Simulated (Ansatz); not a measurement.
Input file for Ansatz (a program for electronic structure): U-PBE0/def2-TZVPP on RuF, 2S+1 = 6, a spin state set in the input, which need not be the lowest, a point of a bond scan (R = 1.917 Å). Elements past Kr take the def2 small-core potentials; no spin–orbit coupling.

Ansatz 0.2 input:
```yaml
crystal:
  periodic: [false, false, false]
  atoms:
    - {symbol: Ru, position_ang: [0.00000000, 0.00000000, 0.00000000]}
    - {symbol: F, position_ang: [0.00000000, 0.00000000, 1.91723000]}
basis:
  gaussian:
    orbitals: def2-TZVPP
    pivot_positions_ang: [[0.00000000, 0.00000000, 0.00000000], [0.00000000, 0.00000000, 1.91723000]]
hamiltonian:
  xc: {name: PBE0}
magnetization: {spin_polarized: true, initial_magnetization: 5}
output: {forces: true, orbitals: {seedname: ./end}}
```

It printed:

```
WARN ansatz: RAYON_NUM_THREADS=1 ignored (pool sized by the plan → 1); use --threads N
Functional definition: PBE0
integrals: 0.02 GiB planned
537 factors; their error is unknown
mean field: 0.27 GiB planned
mean field evaluation 1: about -5294.1165 eV, gradient 1.9e1 eV
mean field evaluation 2: about -5293.6299 eV, gradient 2.6e1 eV
mean field evaluation 4: about -5295.5991 eV, gradient 1.4e0 eV
mean field evaluation 8: about -5295.6464 eV, gradient 8.2e-2 eV
mean field evaluation 16: about -5295.6464 eV, gradient 6.0e-5 eV
mean field evaluation 32: about -5295.6464 eV, gradient 3.3e-5 eV
mean field -5295.64641215 eV, -194.6114161285 hartree, gradient 3.3e-5 eV, S^2 8.752593; 2 other end points of the search recorded, 0 dependent functions left out
the calculation of the forces begins
reference -5295.64644075 eV, -194.6114171795 hartree; 15, 10 occupied and 72, 77 virtual orbitals, 537 factors
Total energy: -5295.64644075 eV, -194.6114171795 hartree
Atom 0 at     0.000000     0.000000     0.000000 Å, force    -0.000000     0.000000     0.160359 eV/Å
Atom 1 at     0.000000     0.000000     1.917230 Å, force     0.000000    -0.000000    -0.160359 eV/Å
Dipole moment:     0.000000     0.000000    -0.353215 e Å
```

The run converged.

Cost: about 2.1 core-seconds (a rough figure).
